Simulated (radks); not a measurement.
The sulfur anion S2-, [Ar], held by a Watson sphere: a shell of charge +2 at radius R that stands for the Madelung well of a crystal (potential energy -2/R inside, -2/r outside, in hartree with lengths in bohr). Calculated with a radial shooting solver on a logarithmic mesh with Libxc functionals: non-relativistic Kohn-Sham, r2SCAN, spin-unpolarised, spherical densities, point nucleus; meta-GGA in the generalised Kohn-Sham scheme.

R (bohr)  e(2p) (eV)  e(3s) (eV)  e(3p) (eV)  <r> 3p (bohr)  sum of <r^2> (bohr^2)  X-ray form factor at sin(theta)/lambda = 0.3 1/angstrom
2.15         -156.03     -18.716      -8.496          2.097                  40.44                                                    8.957
2.59         -155.87     -17.391      -7.526          2.208                  44.44                                                    8.929
2.6          -155.87     -17.363      -7.504          2.210                  44.53                                                    8.929
3.23         -155.43     -15.815      -6.180          2.347                  49.88                                                    8.945
3.31         -155.36     -15.645      -6.024          2.362                  50.53                                                    8.948
3.89         -154.81     -14.570      -4.994          2.466                  55.04                                                    8.966
4.56         -154.17     -13.605      -4.014          2.568                  60.02                                                    8.978
4.63         -154.10     -13.518      -3.924          2.578                  60.53                                                    8.979
